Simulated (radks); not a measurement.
Task: The nickel ion Ni3+, configuration [Ne] 3s2 3p5.5 3d7 4s0.5 (fractional occupations, a model configuration). Method: non-relativistic Kohn-Sham, TPSS, spin-polarised, spherical densities, point nucleus; open shells are filled with parallel spins first; meta-GGA in the generalised Kohn-Sham scheme; computed with a radial shooting solver on a logarithmic mesh with Libxc functionals. Some entries of the table are withheld. Estimate them.

| orbital | occ. | eigenvalue (eV) | <r^2> (bohr^2) | <r> (bohr) |
|---|---|---|---|---|
| 1s up | 1 | -8185.118 | 0.004025 | 0.05480 |
| 1s down | 1 | -8184.799 | 0.004025 | 0.05480 |
| 2s up | 1 | -1012.995 | 0.07255 | 0.2481 |
| 2s down | 1 | -1011.076 | 0.07236 | 0.2478 |
| 2p up | 3 | -888.8449 | 0.05755 | 0.2167 |
| 2p down | 3 | -887.1281 | 0.05738 | 0.2164 |
| 3s up | 1 | -155.5302 | 0.6296 | 0.7396 |
| 3s down | 1 | -150.5732 | 0.6349 | 0.7426 |
| 3p up | 3 | -117.2436 | 0.6876 | 0.7656 |
| 3p down | 2.5 | -112.3608 | 0.6965 | 0.7702 |
| 3d up | 5 | -53.4845 | 0.9265 | 0.8597 |
| 3d down | 2 | -48.8984 | 0.9771 | 0.8797 |
| 4s up | 0.5 | -34.8540 | 4.964 | (1) |
| 4s down | 0 | -33.0432 | 5.159 | (2) |

Result: 
(1) 4s up <r> (bohr): 2.096
(2) 4s down <r> (bohr): 2.139
